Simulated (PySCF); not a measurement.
Species: C5H12Si.
Numbering: `[CH2:1]=[C:2]([CH3:3])[CH2:4][CH2:5][SiH3:6]` (hydrogens: H7, H8 on C1; H9, H10, H11 on C3; H12, H13 on C4; H14, H15 on C5; H16, H17, H18 on Si6)

Cartesian coordinates in Å at the PBE0-D3(BJ)/def2-SVP level; atoms count from 1:
```xyz
18
C5H12Si angstrom
C     -1.0726    1.2850    1.0037
C     -0.9316    0.1813    0.2597
C     -1.7690   -0.0657   -0.9594
C      0.0976   -0.8674    0.5964
C      1.1796   -1.0441   -0.4784
Si     2.1054    0.5438   -0.9224
H     -1.8146    2.0485    0.7537
H     -0.4515    1.4598    1.8868
H     -1.1514   -0.0627   -1.8732
H     -2.5483    0.6992   -1.0799
H     -2.2553   -1.0543   -0.9107
H      0.5745   -0.6052    1.5541
H     -0.4140   -1.8342    0.7567
H      1.9246   -1.7818   -0.1358
H      0.7542   -1.4644   -1.4058
H      3.2715    0.2077   -1.7982
H      2.6190    1.2102    0.3149
H      1.2337    1.5083   -1.6595
```

Level of theory: TDDFT CAM-B3LYP/def2-SVPD, vertical, gas phase, core orbitals frozen in the response in PySCF.

Ground-to-excited transition dipoles (e·a0, same axes as the geometry; the sign carries no meaning), for the states with f of 0.002 or more among the lowest 7:

```
state  E (hartree)      μx      μy      μz
   S1       0.2530   0.350  -0.549  -0.509
   S2       0.2595  -0.145   0.830   0.627
   S3       0.2817   0.106   0.042  -0.279
   S4       0.2906   0.026   0.349   0.127
   S5       0.2922  -0.146  -0.005   0.034
   S6       0.2961  -0.001  -0.117  -0.149
   S7       0.2997  -0.052   0.162  -0.029
```

(1) Work out the oscillator strengths.

(2) Which bond between heavy atoms lies closest to the direction of the S2 transition dipole?

(3) What angle do the transition dipoles of S1 and S2 make?

(4) How is the summed strength of these states shared among x, y and z?

(5) What peak molar absorption coefficient would the strongest computed level give as a lone Gaussian band 0.5 eV wide at half height?

Results:

(1) f = (2/3) ΔE |μ|² with ΔE in hartree (27.2114 eV).

```tsv
state	|μ|² (au)	|μ| (D)	f
S1	0.683	2.10	0.115
S2	1.103	2.67	0.191
S3	0.091	0.77	0.017
S4	0.139	0.95	0.027
S5	0.022	0.38	0.004
S6	0.036	0.48	0.007
S7	0.030	0.44	0.006
```

(2) C1–C2, at 4° from it; next C4–C5 at 53°.

(3) |cos θ| = |μa·μb| / (|μa| |μb|) = 0.95, so θ ≈ 18° (taken between 0 and 90°, since the signs are arbitrary).

(4) (2/3) Σ ΔE μα² gives 0.031 for x, 0.202 for y and 0.134 for z, 0.368 in all.

(5) ε(max) = 2.175×10⁸ f / FWHM, with the width in cm⁻¹. S2: 2.175×10⁸ × 0.1909 / 4033 ≈ 10000 L mol⁻¹ cm⁻¹.

The vertical ionisation energy (ΔSCF) is 9.24 eV, 1.09 eV above S7.

On one thread, x86-64 server, shared host, this took 63 s wall.

One conformer stands for the species.
